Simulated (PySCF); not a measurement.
**Optical rotation: `C1[C@H]2C(Cl)=C[C@@H](F)[C@]21F`, C6H5ClF2**

Molfile (atoms numbered from 1):
```
C6H5ClF2
     RDKit          3D

 14 15  0  0  0  0  0  0  0  0999 V2000
    0.9528   -1.6341    1.3248 F   0  0  0  0  0  0  0  0  0  0  0  0
    0.4501   -1.2846    0.0876 C   0  0  2  0  0  0  0  0  0  0  0  0
    1.3661   -0.3141   -0.6144 C   0  0  0  0  0  0  0  0  0  0  0  0
    0.7373    0.8231   -0.9032 C   0  0  0  0  0  0  0  0  0  0  0  0
    1.3950    2.1680   -1.7197 Cl  0  0  0  0  0  0  0  0  0  0  0  0
   -0.6722    0.8313   -0.4350 C   0  0  2  0  0  0  0  0  0  0  0  0
   -0.8508    0.7134    1.0648 C   0  0  0  0  0  0  0  0  0  0  0  0
   -0.8547   -0.5136    0.2175 C   0  0  2  0  0  0  0  0  0  0  0  0
   -1.9979   -1.2323    0.0697 F   0  0  0  0  0  0  0  0  0  0  0  0
    0.3153   -2.2256   -0.4603 H   0  0  0  0  0  0  0  0  0  0  0  0
    2.3942   -0.5548   -0.8075 H   0  0  0  0  0  0  0  0  0  0  0  0
   -1.4315    1.3157   -1.0268 H   0  0  0  0  0  0  0  0  0  0  0  0
   -0.0039    0.8780    1.7127 H   0  0  0  0  0  0  0  0  0  0  0  0
   -1.8006    1.0292    1.4678 H   0  0  0  0  0  0  0  0  0  0  0  0
  1  2  1  0
  2  3  1  0
  3  4  2  0
  4  5  1  0
  4  6  1  0
  6  7  1  0
  7  8  1  0
  8  9  1  6
  8  2  1  0
  8  6  1  0
  2 10  1  6
  3 11  1  0
  6 12  1  6
  7 13  1  0
  7 14  1  0
M  END
```

Method used: PySCF, TDDFT PBE0/def2-SVPD circular dichroism and optical rotation, one conformer, gas phase. Geometry: GFN2-xTB.

States above about 7.5 eV (minus the energy of the highest occupied orbital) lie near or above the ionisation threshold and depend on the basis.

Stereocentres: C2 R, C6 R, C8 R.

Question: What is the specific rotation at 633, 589.3, 546, 436, 405, 365, 355 nm?

Answer: [α] in deg dm⁻¹ (g/mL)⁻¹:
```
λ (nm)  origin-invariant length gauge  modified velocity gauge  length gauge (centre of mass)  isotropic polarisability (au)
   633                          -39.2                     -7.2                          -39.9                           81.0
 589.3                          -45.7                     -8.1                          -46.5                           81.3
   546                          -54.0                     -9.2                          -55.0                           81.7
   436                          -89.9                    -12.7                          -92.0                           83.4
   405                         -107.7                    -14.1                         -110.4                           84.1
   365                         -142.1                    -17.0                         -146.3                           85.5
   355                         -154.1                    -18.3                         -158.8                           85.9
```

Question: And for the mirror image at 589.3 nm?

Answer: +45.7 deg dm⁻¹ (g/mL)⁻¹ (origin-invariant length gauge): the same size and the opposite sign.

Question: What is the molar rotation [Φ] = [α]·M/100 of the geometry above at 589.3 nm?

Answer: With M = 150.55 g/mol, -68.8 deg cm² dmol⁻¹ (origin-invariant length gauge).

The first excitation lies at 5.71 eV (217 nm) with R = -17.3 × 10⁻⁴⁰ esu² cm² (velocity form).
